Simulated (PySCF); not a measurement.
A structure optimised at B3LYP-D3(BJ)/def2-SVP, used in a PySCF frequency run:

```xyz
4

In     0.0000     0.0000     0.4904
F      0.0000     0.0000     2.4444
Br     0.0000     2.1860    -0.6576
Br     0.0000    -2.1860    -0.6576
```
Charge 0, spin multiplicity 1.

**Question.** Write its SMILES, formula and point group.

**Answer.** [F][In]([Br])[Br], Br₂FIn, C2v

**Question.** What are its rotational constants (standard atomic weights)?

**Answer.** 2.4041, 0.66179, 0.51894 GHz
